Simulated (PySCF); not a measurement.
(2S)-2-fluoro-1-methoxypropane (C4H9FO), SMILES C[C@@H](COC)F. The structure is a stationary point at PBE0-D3(BJ)/def2-SVP. The values are those of a single conformer.

All values below come from PySCF with PBE0-D3(BJ)/def2-SVP.

Harmonic wavenumbers (cm⁻¹): 83, 115, 200, 231, 249, 339, 380, 445, 658, 855, 939, 968, 997, 1107, 1159, 1173, 1189, 1212, 1270, 1285, 1358, 1382, 1414, 1421, 1454, 1459, 1462, 1473, 1474, 1505, 2973, 2988, 3028, 3052, 3055, 3073, 3160, 3171, 3189. Rotational constants (GHz): 6.497, 2.095, 1.867; symmetry number 1.

Question: Work out the zero-point energy and the ideal-gas rigid-rotor harmonic-oscillator thermochemistry at 298.15 K and 1 atm.

Answer: ZPE = ½ Σ hcν = ½ × 56943 cm⁻¹ = 81.40 kcal/mol. H − E(el) = 86.61 kcal/mol. Entropy in cal/(mol K): translation 39.47, rotation 26.94, vibration 17.12, total 83.53. G − E(el) = 61.70 kcal/mol. Cp = 26.84 cal/(mol K). Modes under 150 cm⁻¹ make the vibrational entropy uncertain.
